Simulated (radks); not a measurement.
Spherical jellium clusters: N electrons in a uniform positive sphere of charge N and radius rs N^(1/3), rs = 4.18 bohr. Calculated with a radial shooting solver with Libxc functionals: non-relativistic Kohn-Sham, exchange-only LDA, spin-polarised, spherical densities. Levels are named by radial order and angular momentum (1s, 1p, 1d, 2s, ...), and open shells are averaged over m.

N = 13, configuration 1s2 1p6 1d(up 5, down 0). This is the lowest configuration that the search found. Occupied and some empty levels:

level,occupation,eigenvalue (eV),<r> (bohr)
1s up,1,-4.1260,6.719
1s down,1,-3.6532,5.476
1p up,3,-3.3488,7.708
1p down,3,-2.4919,7.147
1d up,5,-2.3006,8.589
2s up,0,-1.5889,7.876
1d down,0,-1.2834,8.536
2s down,0,-1.2103,8.098
1f up,0,-1.0924,9.598
2p up,0,-0.60191,11.05
2p down,0,-0.16228,12.98
1f down,0,-0.086804,10.59

Energy (eV): total -13.8104, kinetic 21.102, external -549.57, Hartree 269.65, exchange-correlation -35.735, background 280.74.

Electron density:

r (bohr),n(r) (e/bohr^3)
0.725,0.002064
1.94,0.002416
3.15,0.002951
4.36,0.003487
5.57,0.003803
6.78,0.003615
7.99,0.002788
9.20,0.001648
10.4,0.0007512
11.6,0.0002884
12.8,0.00009973
14.1,0.00003295
15.3,0.00001056
